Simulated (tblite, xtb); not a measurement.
BrPb, doublet, geometry from GFN2-xTB (such geometries of metal compounds can be far from the true shape) (the spin is typed, not shown lowest). Base run: GFN1-xTB run with xtb.

Here is a job for xtb.
```
$ xtb mol.xyz --gfn 1 --uhf 1 --json

# file mol.xyz
2

Pb    -0.00000000    -0.00000000    -0.78589737
Br     0.00000000     0.00000000     1.84124527
```

Programs used: tblite, xtb; a row that names a program was run with it.

Variants of this job, named by their change:

| change | ΔE vs base (kJ/mol) | dipole (D) | SCF cycles |
|---|---|---|---|
| base | 0.00 | 4.53 | 17 |
| file = coord | 0.00 | 4.53 | 17 |
| etemp = 5000 | -57.9 | 4.40 | 18 |
| program = tblite; method = gfn1; option = (--efield, 0,0,0.1) | 8.69 | - | - |
| gbsa = methanol | -14.67 | 4.89 | 14 |
| etemp = 10000 | -162.4 | 3.76 | 15 |
| program = tblite; method = gfn1; option = --grad | -0.01 | - | - |

ALPB and GBSA are two models with their own fitted parameters for each solvent, which aren't always the measured dielectric constant.
